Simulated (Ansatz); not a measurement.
# Reading a saddle point

A first-order saddle point of Si2H5ClO, singlet, PBE0-D4/def2-TZVP, with one imaginary mode of 284i cm⁻¹:

```
9
angstrom
Si -0.8577 -0.8086 -0.4907
Cl 0.6025 2.0007 -1.2721
O -1.1352 -0.0455 -1.8127
H -0.3903 0.9655 -1.7333
H -1.6215 -2.0735 -0.3217
Si 0.6539 -0.0642 1.1481
H 0.1765 1.2154 1.7091
H 2.0182 -0.0607 0.5830
H 0.5536 -1.1292 2.1902
```

Ansatz 0.2.0; basis: def2-TZVPP and def2-QZVPP; cores frozen in the correlated methods. Extrapolation: Hartree–Fock as exp(−7.88 √X), correlation as X^−2.97.

Question: Which contacts change along the imaginary mode, and what lies on either side? (Judge from chemistry; the calculation decides.)

Answer: Computed: The step is Si₂H₅ClO ([OH][SiH]([SiH3])[Cl]) → Si₂H₄O ([O][SiH][SiH3]) + HCl, with the molecules in contact on both sides. Shortening one way: Cl2–H4; lengthening the same way: Si1–Cl2, O3–H4.
```csv
pair,one side (Å),saddle (Å),other side (Å)
Cl2–H4,3.30,1.51,1.36
Si1–Cl2,2.07,3.26,3.52
O3–H4,0.96,1.26,1.53
```

Question: Which side is lower, and how far does the saddle lie above each? (An estimate is asked for; the value comes from the calculation.)

Answer: Computed: The side with Si1–Cl2, O3–H4 short is lower by 249.6 kJ/mol; the saddle lies 257.5 kJ/mol above it and 7.9 kJ/mol above the other (CCSD(T) at an estimated basis limit (MP2 extrapolated from triple and quadruple zeta, plus CCSD(T) − MP2 in triple zeta); electronic energies).

T1 diagnostic: at most 0.020.

Labels in which every atom is bracketed show which atoms are joined, not bond orders.

For scale, one of the runs: CCSD(T)/def2-TZVPP, 227 basis functions, launched by `ansatz run in.yaml --threads 4 --pin off --events-out ev --progress --plain --max-ram 9574MiB`. Time: 96 s of wall clock on 4 CPU threads of an Intel Xeon; the host was shared. Peak host memory: 3.4 GiB.
